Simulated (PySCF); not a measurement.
B(F)(Me)(OH) (CH4BFO), SMILES CB(O)F. Heavy atoms are numbered as in [B:1]([F:2])([CH3:3])[OH:7]. Hydrogens are named by the atom that carries them.

Geometry: PBE0-D3(BJ)/def2-SVP. The values are those of a single conformer.

Level of theory: PBE0/pcSseg-1 (PySCF).

GIAO shieldings, no solvent; atoms alike by connectivity are averaged. δ = σ(ref) − σ: ¹¹B against BF3 (σ = 88.8 ppm); ¹⁹F against CFCl3 (σ = 167.2 ppm); ¹³C against TMS (σ = 186.3 ppm); ¹H against TMS (σ = 31.56 ppm); ¹⁷O against H2O (σ = 334.2 ppm), references at their B3LYP-D3(BJ)/def2-TZVP geometries, non-relativistic.

Computed chemical shifts:
```
nucleus     atoms  count  δ (ppm)
-------  --------  -----  -------
¹¹B            B1      1     19.5
¹⁹F            F2      1    -88.0
¹³C      C3 (CH3)      1     -2.0
¹H        H on O7      1     4.40
¹H        H on C3      3     0.62
¹⁷O       O7 (OH)      1    135.2
```
